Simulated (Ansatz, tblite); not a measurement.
Forces on Ga₇P₆H₂₀⁻, a cluster cut from zinc blende GaP (hydrogen-capped) at its PBE-D4/def2-SVP geometry. The state is a singlet with charge -1.

The xTB rows come from tblite. B3LYP takes the VWN-RPA correlation. Single mean-field runs in def2-TZVP are fitted with def2-universal-jkfit.

GFN2-xTB (tblite), largest force 1.01 eV/Å:

```xyz
33
positions Å, forces eV/Å
Ga    2.937   -1.872    1.442    0.036   -0.023   -0.018
Ga   -3.323    2.730    0.781   -0.053   -0.033    0.032
Ga   -1.279   -1.815    1.104    0.020   -0.062    0.007
Ga    0.740    1.401    1.556    0.112   -0.036    0.133
Ga    2.995    0.818   -1.622   -0.009   -0.068    0.023
Ga   -0.908    0.409   -1.986   -0.015   -0.112   -0.138
Ga    1.297   -2.861   -2.084    0.040   -0.019   -0.007
P    -1.519    2.075    2.240   -0.361    0.277    0.827
P     0.770   -0.913    1.980    0.010   -0.254    0.886
P     2.884   -1.480   -0.927    0.784   -0.274   -0.288
P    -3.038    1.159   -1.026   -0.890   -0.043   -0.310
P    -0.726   -1.815   -1.236   -0.578   -0.610   -0.380
P     0.812    1.542   -0.810    0.222    0.914   -0.359
H     2.873   -3.430    1.752    0.048    0.303   -0.022
H     4.034   -0.959    2.147   -0.189   -0.189   -0.098
H    -2.899    4.141    0.187   -0.175   -0.179    0.133
H    -4.722    2.511    1.492    0.228    0.115   -0.138
H    -1.565   -3.277    1.646    0.031    0.304   -0.099
H    -2.411   -0.693    1.315    0.051   -0.141    0.017
H     1.735    2.377    2.306   -0.074   -0.084   -0.084
H     4.089    1.609   -0.782   -0.182   -0.109   -0.186
H     2.961    0.929   -3.208    0.034    0.022    0.279
H    -0.981    0.741   -3.531    0.029   -0.022    0.136
H     1.344   -4.351   -1.533   -0.013    0.267   -0.153
H     1.336   -2.584   -3.652   -0.017   -0.086    0.271
H    -2.016    1.139    3.198    0.285    0.573   -0.427
H    -1.361    3.192    3.126   -0.075   -0.655   -0.386
H     0.627   -0.960    3.408    0.055    0.043   -0.612
H     4.149   -1.994   -1.371   -0.597    0.235    0.212
H    -3.869    0.023   -0.785    0.381    0.630   -0.221
H    -3.795    1.725   -2.106    0.360   -0.393    0.548
H    -1.837   -2.445   -1.890    0.468    0.292    0.275
H     0.666    2.931   -1.131    0.034   -0.581    0.147
```

PBE-D4/def2-TZVP (Ansatz), largest force 0.21 eV/Å:

```
Ga -0.019 0.013 -0.018
Ga -0.001 -0.016 0.003
Ga 0.041 0.003 -0.021
Ga -0.037 -0.026 -0.003
Ga -0.021 -0.027 0.017
Ga -0.019 -0.015 0.039
Ga -0.004 0.023 0.017
P -0.037 0.040 0.198
P -0.006 -0.004 0.143
P 0.123 -0.049 -0.043
P -0.174 -0.044 -0.098
P -0.105 -0.064 -0.072
P 0.019 0.132 -0.045
H 0.007 0.037 -0.003
H -0.026 -0.028 -0.013
H -0.014 -0.037 0.018
H 0.039 0.014 -0.022
H 0.000 0.029 -0.008
H 0.010 -0.014 0.000
H -0.016 -0.014 -0.012
H -0.022 -0.011 -0.022
H 0.003 0.005 0.033
H 0.001 -0.004 0.024
H 0.000 0.032 -0.019
H -0.002 -0.013 0.037
H 0.072 0.130 -0.126
H -0.027 -0.154 -0.110
H 0.016 0.011 -0.171
H -0.150 0.062 0.053
H 0.113 0.153 -0.040
H 0.092 -0.082 0.147
H 0.131 0.081 0.077
H 0.014 -0.162 0.039
```

B3LYP-D4/def2-TZVP (Ansatz), largest force 0.65 eV/Å:

```
Ga 0.031 -0.032 0.031
Ga -0.052 0.053 0.007
Ga -0.047 -0.026 0.028
Ga 0.045 0.019 0.024
Ga 0.042 0.020 -0.026
Ga 0.007 -0.003 -0.054
Ga 0.003 -0.047 -0.026
P -0.109 0.094 0.632
P -0.047 0.032 0.472
P 0.425 -0.170 -0.150
P -0.545 -0.171 -0.306
P -0.376 -0.167 -0.238
P -0.038 0.444 -0.106
H 0.029 0.129 -0.013
H -0.083 -0.094 -0.048
H -0.050 -0.107 0.055
H 0.120 0.039 -0.066
H 0.006 0.119 -0.036
H 0.089 -0.116 -0.008
H -0.082 -0.082 -0.061
H -0.078 -0.054 -0.087
H 0.021 0.006 0.126
H 0.007 -0.029 0.128
H 0.003 0.113 -0.069
H -0.001 -0.045 0.126
H 0.167 0.292 -0.314
H -0.046 -0.342 -0.276
H 0.040 0.013 -0.416
H -0.361 0.148 0.127
H 0.279 0.358 -0.077
H 0.237 -0.171 0.331
H 0.323 0.183 0.192
H 0.038 -0.404 0.095
```
